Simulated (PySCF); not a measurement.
**Correlation energy of Rh- (rhodium, charge -1)**

[Kr] 4d8 5s2, high-spin 3F determinant. Calculation: PySCF 2.14, in def2-TZVPPD with the def2 core potential (28 electrons) (6s4p3d2f1g, 56 functions); a scalar-relativistic core potential. Frozen: 4s2 4p6; 10 electrons correlated.

| level | correlation energy (mhartree) |
| --- | --- |
| CCSD | -275.68 |
| (T) | -12.90 |
| CCSD(T) | -288.58 |

Diagnostics: T1 = 0.028, D1 = 0.0993, largest double amplitude 0.101.

Problem. Is a single reference adequate?

Solution. Mostly. T1 lies below 0.03, but a double amplitude of this size points to a near-degeneracy that CCSD handles and MP2 describes poorly.
